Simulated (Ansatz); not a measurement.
BH₃ + H₂Se → `[BH3-][SeH2+]` at 298.15 K and 1 bar (adduct formation).

Gas-phase electronic energies from Ansatz, PBE0-D4/def2-TZVP geometries. CCSD(T)/CBS adds triple-zeta CCSD(T) − MP2 to the extrapolated MP2 energy (def2 sets, frozen cores). This one scheme is used for every species. For Se outer-core shells are correlated without core-valence functions, which leaves a few kJ/mol of doubt a bond. Scalar relativity is left out up to krypton.

```json
{"species": "BH₃", "CCSD(T)/CBS energy (Eh)": "-26.55200", "H − E (kJ/mol)": "78.7", "S (J/(mol·K))": "188.3"}
{"species": "H₂Se", "CCSD(T)/CBS energy (Eh)": "-2401.89790", "H − E (kJ/mol)": "45.8", "S (J/(mol·K))": "219.1"}
{"species": "`[BH3-][SeH2+]`", "CCSD(T)/CBS energy (Eh)": "-2428.47191", "H − E (kJ/mol)": "134.7", "S (J/(mol·K))": "279.4"}
```

H − E and S are ideal-gas, rigid-rotor, harmonic terms from PBE0-D4/def2-TZVP. 1 Eh = 2625.50 kJ/mol, R = 8.31446 J/(mol·K).

**Question.** By hand: ΔE, ΔH, ΔS and ΔG.

**Answer.** ΔE = (-2428.47191) − (-26.55200) − (-2401.89790) = -0.02201 Eh = -57.8 kJ/mol. Δ(H − E) = 134.7 − 78.7 − 45.8 = 10.2, so ΔH = -47.6 kJ/mol. ΔS = 279.4 − 188.3 − 219.1 = -128.0 J/(mol·K). ΔG = -47.6 − 298.15 × (-128.0)/1000 = -9.4 kJ/mol.

**Question.** By hand: the equilibrium constant, and the temperature at which ΔG would vanish if ΔH and ΔS stayed fixed.

**Answer.** log₁₀ K = −ΔG/(RT ln 10) = 1.6. ΔG = 0 at ΔH/ΔS = 372 K.

The number of gas molecules changes by -1, which sets the sign of ΔS. A doubt of 5 kJ/mol in ΔE shifts log₁₀ K by 0.9 here. These are equilibria of isolated gas molecules and say nothing of rates. Largest T1 diagnostic: 0.009 (customary marks: 0.02 for closed shells, 0.045 for open ones).
